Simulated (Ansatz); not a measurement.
Geometry optimisation, RHF/STO-3G (Ansatz).

Input:

```yaml
crystal:
  periodic: [false, false, false]
  atoms:
    - { symbol: C, position_ang: [0.5287, -1.7628, 0.0893] }
    - { symbol: C, position_ang: [0.6085, -0.3998, 0.8221] }
    - { symbol: F, position_ang: [1.7733, 0.1629, 0.4648] }
    - { symbol: C, position_ang: [-0.4548, 0.6001, 0.5502] }
    - { symbol: Si, position_ang: [-0.6155, 1.349, -1.1569] }
    - { symbol: Cl, position_ang: [-0.4298, 1.9681, 1.7323] }
    - { symbol: H, position_ang: [0.6025, -1.5805, -0.9999] }
    - { symbol: H, position_ang: [1.3267, -2.3766, 0.3708] }
    - { symbol: H, position_ang: [-0.4713, -2.1877, 0.336] }
    - { symbol: H, position_ang: [0.6643, -0.6202, 1.9188] }
    - { symbol: H, position_ang: [-1.4919, 0.0951, 0.7908] }
    - { symbol: H, position_ang: [0.609, 2.1605, -1.4644] }
    - { symbol: H, position_ang: [-1.8616, 2.2602, -1.2775] }
    - { symbol: H, position_ang: [-0.801, 0.3024, -2.1476] }
basis:
  gaussian: { orbitals: STO-3G }
hamiltonian:
  xc: hf
relax:
  f_tol: 0.015
  max_steps: 40
output:
  orbitals: {}
```

Launched with:

```bash
$ ansatz run input.yaml --threads 1 --pin off --max-ram 2048MiB --backend cpu --events-out ev --progress --plain --runs-dir out
```

**Question.** Where does it end, and by what steps?

**Answer.** It converged. Limits of this set-up: minimal basis. After 11 steps the energy has fallen by 0.965 eV; H7 moved furthest, 0.35 Å.

| step | energy less start (eV) | largest force component (eV/Å) | accepted |
| --- | --- | --- | --- |
| 0 | 0.0000 | 6.841 | yes |
| 1 | -0.8936 | 0.857 | yes |
| 2 | -0.9561 | 0.163 | yes |
| 3 | -0.9602 | 0.060 | yes |
| 4 | -0.9611 | 0.026 | yes |
| 5 | -0.9620 | 0.053 | yes |
| 6 | -0.9636 | 0.149 | yes |
| 7 | -0.9645 | 0.030 | yes |
| 8 | -0.9649 | 0.017 | yes |
| 9 | -0.9652 | 0.025 | yes |
| 10 | -0.9653 | 0.027 | yes |
| 11 | -0.9654 | 0.014 | yes |

```xyz
14
Properties=species:S:1:pos:R:3
C 0.433 -1.762 0.129
C 0.667 -0.369 0.774
F 1.828 0.194 0.265
C -0.544 0.587 0.521
Si -0.565 1.410 -1.178
Cl -0.556 1.894 1.810
H 0.268 -1.678 -0.940
H 1.304 -2.388 0.295
H -0.430 -2.241 0.582
H 0.785 -0.506 1.859
H -1.459 0.023 0.692
H 0.545 2.288 -1.304
H -1.785 2.127 -1.305
H -0.504 0.393 -2.171
```

Whether the end is a true minimum wasn't checked by a vibrational analysis.

Run time: 63 s on 1 thread of Intel(R) Xeon(R) Processor @ 2.50GHz (Skylake/Cascade Lake) (shared host), peak memory 0.14 GiB.
